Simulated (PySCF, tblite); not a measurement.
A set of runs on `C#CC[S@+](C)[B@H-](C)F`; the geometry of each is named by its level. Settings lines and outputs come from a driver script.

C5H10BFS.
SMILES with atom numbers: `[CH:1]#[C:2][CH2:3][S@+:4]([CH3:5])[B@H-:6]([CH3:7])[F:8]` (hydrogens: H9 on C1; H10, H11 on C3; H12, H13, H14 on C5; H15 on B6; H16, H17, H18 on C7)

Step 1: GFN2-xTB geometry optimisation, gas phase (tblite 0.8.0) (from a force-field or distance-geometry start)
```json
{"job": {"kind": "relax", "xc": "GFN2-xTB", "basis": "xTB"}, "charge": 0, "multiplicity": 1}
```
```
step      E/eV     max force
  0    -678.68386    3.261
  1    -679.11445    2.601
  2    -678.99716    7.513
...
187    -679.77765    0.017
188    -679.77770    0.013
189    -679.77774    0.012
190    -679.77775    0.010
191    -679.77777    0.009
```

Energy lowered by 25.2 kcal/mol over 191 steps; largest atomic force 0.009 eV/Å at the end. «max force» is the largest atomic force in eV/Å.

Time: 2.1 s. Hardware: Arm Neoverse N1, one thread, no GPU (shared host).

Step 2: GFN2-xTB harmonic vibrations, gas phase (tblite 0.8.0) (on the GFN2-xTB geometry)
```json
{"job": {"kind": "ir", "xc": "GFN2-xTB", "basis": "xTB"}, "charge": 0, "multiplicity": 1}
```
```
(table of modes left out)
```

48 modes from 32 to 3402 cm⁻¹ (unscaled, harmonic); zero-point energy 85.5 kcal/mol; all wavenumbers are real at this level.

Time: 0.99 s wall. Hardware: one thread of an Arm Neoverse N1, no GPU, shared host with 64 logical CPUs at a one-minute load of 46.

Step 3: TDDFT CAM-B3LYP/def2-SVPD, vertical, gas phase, core orbitals frozen in the response (PySCF 2.14.0, density-fitted response routines) (on the GFN2-xTB geometry)
```json
{"job": {"kind": "uv", "xc": "CAM-B3LYP", "basis": "def2-SVPD", "nstates": 8, "ntriplets": 3}, "charge": 0, "multiplicity": 1}
```
```
...
Static polarisability (au): isotropic 95.190, principal 85.637 92.997 106.937
Singlet excitations
state   eV       nm        f      main configurations
  1   6.0189    206.0   0.00044   H->L 0.73
  2   6.1965    200.1   0.00394   H-3->L 0.30, H-2->L 0.23
  3   6.5360    189.7   0.04081   H-3->L 0.26, H-1->L 0.20, H-3->L+3 0.10
  4   6.7185    184.5   0.00608   H-2->L+5 0.10, H-1->L+5 0.10, H-3->L+5 0.10
  5   6.9469    178.5   0.02191   H->L+2 0.75
  6   7.1436    173.6   0.02140   H-1->L 0.51, H-2->L 0.23
  7   7.1806    172.7   0.03068   H->L+1 0.74
  8   7.5964    163.2   0.00979   H-1->L+2 0.40, H-1->L+1 0.23, H-2->L+1 0.13
Triplet excitations (Tamm-Dancoff, eV): 5.1658 5.5625 5.6938
```

HOMO -9.03 eV, LUMO 0.64 eV; lowest singlet 6.02 eV; lowest triplet 5.17 eV (Tamm–Dancoff); mean polarisability 95.2 au.

Time: 2.0 min; peak memory 1.1 GiB. Hardware: Arm Neoverse N1, one thread, shared host with 64 logical CPUs at a one-minute load of 46.

Geometry of the electronic-property runs (GFN2-xTB):
```
atom  x, y, z in Å
C1    -2.1455    1.5522    1.3341
C2    -2.0147    0.9513    0.3070
C3    -1.8180    0.1854   -0.8921
S4    -0.2347   -0.7685   -0.8815
C5    -0.4277   -1.6497    0.6909
B6     1.2336    0.7329   -0.2924
C7     2.6251    0.0080   -0.6227
F8     0.9516    0.8857    1.0329
H9    -2.2651    2.1061    2.2166
H10   -1.7459    0.8375   -1.7634
H11   -2.6226   -0.5386   -1.0352
H12    0.4556   -2.2677    0.8142
H13   -0.4933   -0.9234    1.4958
H14   -1.3173   -2.2707    0.6467
H15    0.8715    1.6420   -0.9620
H16    2.8054   -0.8575    0.0131
H17    2.6845   -0.3184   -1.6585
H18    3.4487    0.6997   -0.4553
```

 (This holds for the electronic-property runs.)

One conformer stands for the species.
